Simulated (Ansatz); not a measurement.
Start from `[ZnH][Br]` and change one atom or group to get `[F][Zn][Br]`.

Ansatz, PBE0-D4/def2-TZVP geometries, multiplicity 1. 

Scalar relativity is left out up to krypton.

```
                                        property  `[ZnH][Br]`
            HOMO–LUMO gap (PBE0/def2-TZVPP) / eV         7.68
size of the dipole moment (B3LYP/def2-TZVPP) / D         1.55
           HOMO–LUMO gap (B3LYP/def2-TZVPP) / eV         7.14
             HOMO energy (B3LYP/def2-TZVPP) / eV        -8.10
               LUMO energy (PBE/def2-TZVPP) / eV        -1.43
             LUMO energy (B3LYP/def2-TZVPP) / eV        -0.95
```

**Question.** What does the change do to each property? (An estimate is asked.)

**Answer.** Computed: 
```csv
property,`[F][Zn][Br]`,shift
HOMO–LUMO gap (PBE0/def2-TZVPP) / eV,7.03,-0.65
size of the dipole moment (B3LYP/def2-TZVPP) / D,1.01,-0.54
HOMO–LUMO gap (B3LYP/def2-TZVPP) / eV,6.41,-0.73
HOMO energy (B3LYP/def2-TZVPP) / eV,-8.63,-0.53
LUMO energy (PBE/def2-TZVPP) / eV,-2.79,-1.36
LUMO energy (B3LYP/def2-TZVPP) / eV,-2.22,-1.27
```

With PBE0 the HOMO falls by 0.52 eV and the LUMO falls by 1.17 eV, so the gap narrows by about 0.65 eV. PBE moves the HOMO by -0.47 eV and ωB97M-V by -0.52 eV. Dipoles are sizes alone; their direction can turn.

B3LYP here is the variant with VWN-RPA as its local correlation; programs differ in this.

Spin–orbit coupling is left out; it splits and shifts lone-pair levels of the heavy atoms by tenths of an eV.
